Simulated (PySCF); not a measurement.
**Ir²⁺: interval between two levels**

Ir²⁺ [Xe] 4f14 5d7 [4F9/2, M_J = 9/2] → Ir²⁺ [Xe] 4f14 5d6 6p1 [6F11/2, M_J = 11/2], as a difference of total energies. All numbers are calculated (PySCF 2.14, the two-component X2C-1e Hamiltonian, in x2c-SVPall-2c with one added diffuse shell each of s, d type (8s9p10d2f, 99 functions)). Correlated levels: [Kr] 4d10 4f14 frozen; the 22 highest virtual spinors dropped. "Screened" scales the spin-orbit matrix elements by Boettger's factors to mimic the two-electron term; Breit and QED terms are absent.

| method | interval between two levels (cm⁻¹) |
| --- | --- |
| GHF (spin-free) | 83537 |
| GMP2 (spin-free) | 87348 |
| GHF (screened spin-orbit) | 85783 |
| GMP2 (screened spin-orbit) | 89430 |

The labels give the starting determinants; with spin-orbit coupling the two ends relaxed to ⟨J²⟩ = 24.76, ⟨L²⟩ = 13.18, ⟨S²⟩ = 3.52 and ⟨J²⟩ = 35.79, ⟨L²⟩ = 13.19, ⟨S²⟩ = 8.24.
